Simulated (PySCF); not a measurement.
System: F2Mg, singlet: symmetric bend, bond length relaxed. Scanned: F-Mg-F angle. Other coordinates (Mg-F bond length) were minimised at B3LYP/def2-TZVP.

Calculation: CCSD(T) on RHF/cc-pVTZ, 3 core orbitals frozen run with PySCF.

Scanned values (°): 180, 170, 160, 150, 140, 130, 120, 110, 100, 90, 80.

Task: Locate the minima and the barriers on this grid.

Result: Lower than their neighbours: 180° (0.000 eV, end of the scan). Higher than their neighbours: 80° (2.383 eV, end of the scan). The whole profile spans 2.383 eV.
